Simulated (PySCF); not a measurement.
A species of formula C8H11FSi has this rotational fingerprint, computed with PBE0/pcSseg-1 in PySCF (dipole) on a GFN2-xTB geometry, gas phase:

```
Rotational constants : A = 3881, B = 356.5, C = 346.9 MHz
Dipole components    : |μa| = 1.70 D, |μb| = 1.19 D, |μc| = 0.50 D
Inertial defect      : -91.20 u·Å²
κ                    : -0.99
```

Task: Which candidate fits, each taken in the one conformer that was computed?
A. `[CH:1]#[C:2][CH2:3][C@:4]([F:5])([C:6]#[C:7][CH3:8])[SiH2:9][CH3:10]` with C2–C3–C4–F5 -179°, C3–C4–Si9–C10 -172°
B. `[F:1][C@@H:2]1[CH2:3][Si@@H:4]1[CH2:5][C:6]#[C:7][CH:8]1[CH2:9][CH2:10]1` with C3–Si4–C5–C6 96°

Result: B. It is F[C@@H]1C[Si@@H]1CC#CC1CC1, a near-prolate asymmetric top, point group C1. The candidates at the same level (rigid rotor, commonest isotopes):

```tsv
SMILES	A (MHz)	B (MHz)	C (MHz)	μa (D)	μb (D)	μc (D)	Δ (u·Å²)	point group	rotor
C#CC[C@](F)(C#CC)[SiH2]C	1025	951.7	673.8	1.16	0.43	1.56	-273.91	C1	asymmetric top
F[C@@H]1C[Si@@H]1CC#CC1CC1	3881	356.5	346.9	1.70	1.19	0.50	-91.20	C1	near-prolate asymmetric top
```

`C#CC[C@](F)(C#CC)[SiH2]C` has B 167 % too high. No structure here is proved a minimum.
